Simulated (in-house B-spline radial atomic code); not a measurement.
A radial electron density 4πr²n(r) was computed for an atom or ion in its tabulated ground configuration with a B-spline radial code for spherical atoms; method: Dirac-Kohn-Sham HSE06, spherical fractional occupations, exact exchange averaged over the configuration. Columns: r (bohr), 4πr²n(r) (electrons per bohr), bar.

```
 0.00362    0.411 #
 0.00422   0.5468 #
 0.00491   0.7226 ##
 0.00571   0.9505 ##
 0.00665    1.248 ###
 0.00774     1.63 ####
 0.00901    2.116 #####
  0.0105    2.734 #######
  0.0122    3.489 ########
  0.0142    4.424 ###########
  0.0165    5.539 #############
  0.0193    6.915 #################
  0.0224    8.421 ####################
  0.0261    10.14 ########################
  0.0304    11.97 #############################
  0.0354    13.82 #################################
  0.0412    15.55 #####################################
  0.0479    16.98 #########################################
  0.0558    17.96 ###########################################
  0.0649    18.29 ############################################
  0.0756    17.86 ###########################################
   0.088    16.71 ########################################
   0.102    15.06 ####################################
   0.119    13.12 ################################
   0.139    11.41 ###########################
   0.162    10.42 #########################
   0.188    10.38 #########################
   0.219    11.23 ###########################
   0.255    12.57 ##############################
   0.297    13.72 #################################
   0.345    14.02 ##################################
   0.402    13.04 ###############################
   0.468    10.86 ##########################
   0.545    7.963 ###################
   0.634    5.069 ############
   0.739    2.718 #######
    0.86    1.217 ###
       1   0.4439 #
    1.16   0.1295 
    1.36  0.02547 
    1.58 0.003957
```

(1) Which atom or ion is it?
A. K9+
B. Si8+
C. S8+
D. Ar10+

Results:

(1) C. The area under the curve, ∫4πr²n dr = ∫r·4πr²n d(ln r) on this logarithmic grid, is 8 electrons; among the options with that count, the innermost peak, which lies near 1/Z bohr, picks Z = 16. The configuration is [He] 2s2 2p4.
